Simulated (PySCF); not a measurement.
**Two-component Hartree-Fock for Pm⁵⁰⁺ (promethium, charge +50)**

Start: [Ne] 3s1; 3s1/2 filled at m_j = +1/2. Calculated with PySCF 2.14 in an uncontracted even-tempered set (18 s from 13 bohr⁻², ratio 2.4; 14 p from 17 bohr⁻², ratio 2.4; 4 d from 54 bohr⁻², ratio 2.6; 4 f from 82 bohr⁻², ratio 2.6): generalised Hartree-Fock with the X2C-1e Hamiltonian and a Gaussian nucleus; one run each with spin-orbit coupling (SO) switched off, then screened by Boettger's factors.

| spinor shell | electrons | ε, spin-free (eV) | ε, screened SO (eV) | weight of nominal j (screened SO) | rms radius, screened SO (bohr) |
| --- | --- | --- | --- | --- | --- |
| 1s1/2 | 2 | -49095.8 | -49090.4 | 1.000 | 0.0264 |
| 2s1/2 | 2 | -10944.6 | -10943.3 | 1.000 | 0.105 |
| 2p1/2 | 2 | -10169.0 | -10577.3 | 1.000 | 0.0898 |
| 3s1/2 | 1 | -4478.8 | -4478.6 | 1.000 | 0.250 |

Q: Where does 2p3/2 lie, and what is the 2p spin-orbit splitting (screened SO)?

A: At -9992.8 eV, 584.46 eV above 2p1/2.

```csv
quantity,spin-free,screened SO
E (hartree),-7405.04881,-7409.38203
M_J,1/2,1/2
⟨J²⟩,0.750,0.750
⟨L²⟩,0.000,0.014
⟨S²⟩,0.750,0.764
```

Each row is a mean over spinors that exchange with the open shell spreads, by up to 12.464 eV (2s1/2).

Breit and QED terms are absent; they matter most for the inner s and p1/2 levels.

Densities and radii are taken from the X2C orbitals without a picture-change correction, which distorts them close to the nucleus.

Without spin-orbit coupling the j labels of p, d and f shells carry no meaning; the spin-free column gives the mean over the occupied spinors of each nl shell.
